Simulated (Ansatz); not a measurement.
Na, charge +1, singlet. Base run: PBE0/cc-pVTZ (Ansatz, a first-principles code).

Geometry (Å):
```xyz
1

Na     0.0000     0.0000     0.0000
```
Charge +1, spin multiplicity 1.
All else is at Ansatz's defaults.

Variants of this job, named by their change:

```json
[
 {"change": "base", "basis functions": "34", "E (Eh)": "-161.98661"},
 {"change": "basis = ANO-RCC-VDZP; relativity = none", "basis functions": "18", "E (Eh)": "-161.95335"},
 {"change": "basis = x2c-SVPall; relativity = spin-free X2C", "basis functions": "15", "E (Eh)": "-162.13114"},
 {"change": "basis = x2c-SVPall; relativity = none", "basis functions": "15", "E (Eh)": "-161.91115"},
 {"change": "basis = ANO-RCC-VDZP; relativity = spin-free X2C", "basis functions": "18", "E (Eh)": "-162.19809"},
 {"change": "basis = cc-pVDZ-DK; relativity = spin-free X2C", "basis functions": "18", "E (Eh)": "-162.19219"},
 {"change": "basis = cc-pVDZ-DK; relativity = none", "basis functions": "18", "E (Eh)": "-161.95425"},
 {"change": "basis = cc-pVDZ-DK; relativity = spin-free X2C; nucleus = Gaussian", "basis functions": "18", "E (Eh)": "-162.19213"},
 {"change": "basis = ANO-RCC-VDZP; relativity = spin-free X2C; nucleus = Gaussian", "basis functions": "18", "E (Eh)": "-162.19803"},
 {"change": "basis = x2c-SVPall; relativity = spin-free X2C; nucleus = Gaussian", "basis functions": "15", "E (Eh)": "-162.13109"}
]
```

Total energies compare only within one method and basis.

Ansatz warned in this series: the basis is contracted for relativity, which the run leaves out.

Basis sets contracted for a relativistic Hamiltonian are a mismatch without it, so the rows without relativity aren't non-relativistic limits. No row has spin-orbit coupling; sets with core potentials leave out the core electrons.
